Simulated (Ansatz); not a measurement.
Isomers of C2H7AlSSi, relaxed with PBE0-D4/def2-TZVP in Ansatz; electronic energies, one conformer each and not always the lowest. Functionals use def2-TZVPP; CBS adds triple-zeta CCSD(T) − MP2 to the MP2 limit of def2-TZVPP and def2-QZVPP.

(1) Order them by energy at frozen-core CCSD(T)/CBS, lowest first. (An estimate is asked.)
A. `C[SiH]1[CH2][Al]1[SH]`
B. `C[C]1([SiH3])[AlH][S]1`
C. `[AlH2][SiH]1CSC1`
D. `[AlH2][C@H]1C[Si@@H]1S`

(2) How do r2SCAN-D4, B3LYP-D4, ωB97M-V, PBE0-D4 place them (kJ/mol, against `C[SiH]1[CH2][Al]1[SH]`)? (An estimate is asked.)

Answers

(1) A (0.0 kJ/mol), B (49.3 kJ/mol), C (70.8 kJ/mol), D (76.9 kJ/mol).

(2) The calculation gave: 
| isomer | r2SCAN-D4 | B3LYP-D4 | ωB97M-V | PBE0-D4 |
| --- | --- | --- | --- | --- |
| `[AlH2][SiH]1CSC1` | 81.9 | 79.8 | 70.3 | 68.1 |
| `C[C]1([SiH3])[AlH][S]1` | 62.5 | 49.9 | 51.3 | 62.5 |
| `[AlH2][C@H]1C[Si@@H]1S` | 82.7 | 76.2 | 71.9 | 82.9 |

B3LYP here is the variant with VWN-RPA as its local correlation; programs differ in this.
